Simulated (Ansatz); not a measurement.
One change: `N#[C][GeH]([F])[F]` becomes `[CH3][GeH]([F])[F]`.

Ansatz, PBE0-D4/def2-TZVP geometries, multiplicity 1. 

Scalar relativity is left out up to krypton.

```json
{"property": "HOMO–LUMO gap (B3LYP/def2-TZVPP) / eV", "`N#[C][GeH]([F])[F]`": "8.68"}
{"property": "HOMO energy (ωB97M-V/def2-TZVPP) / eV", "`N#[C][GeH]([F])[F]`": "-13.09"}
{"property": "HOMO–LUMO gap (ωB97M-V/def2-TZVPP) / eV", "`N#[C][GeH]([F])[F]`": "13.64"}
{"property": "LUMO energy (B3LYP/def2-TZVPP) / eV", "`N#[C][GeH]([F])[F]`": "-1.80"}
{"property": "size of the dipole moment (ωB97M-V/def2-TZVPP) / D", "`N#[C][GeH]([F])[F]`": "3.02"}
{"property": "HOMO energy (PBE/def2-TZVPP) / eV", "`N#[C][GeH]([F])[F]`": "-9.09"}
```

Problem. What does the change do to each property? (Estimate.)

Solution. Computed: 
```json
{"property": "HOMO–LUMO gap (B3LYP/def2-TZVPP) / eV", "`[CH3][GeH]([F])[F]`": "9.57", "shift": "0.89"}
{"property": "HOMO energy (ωB97M-V/def2-TZVPP) / eV", "`[CH3][GeH]([F])[F]`": "-11.70", "shift": "1.39"}
{"property": "HOMO–LUMO gap (ωB97M-V/def2-TZVPP) / eV", "`[CH3][GeH]([F])[F]`": "14.05", "shift": "0.41"}
{"property": "LUMO energy (B3LYP/def2-TZVPP) / eV", "`[CH3][GeH]([F])[F]`": "0.33", "shift": "2.13"}
{"property": "size of the dipole moment (ωB97M-V/def2-TZVPP) / D", "`[CH3][GeH]([F])[F]`": "3.17", "shift": "0.15"}
{"property": "HOMO energy (PBE/def2-TZVPP) / eV", "`[CH3][GeH]([F])[F]`": "-7.96", "shift": "1.13"}
```

With PBE0 the HOMO rises by 1.31 eV and the LUMO rises by 2.20 eV, so the gap widens by about 0.89 eV. PBE moves the HOMO by 1.13 eV and ωB97M-V by 1.39 eV. Dipoles are sizes alone; their direction can turn.

B3LYP here is the variant with VWN-RPA as its local correlation; programs differ in this.
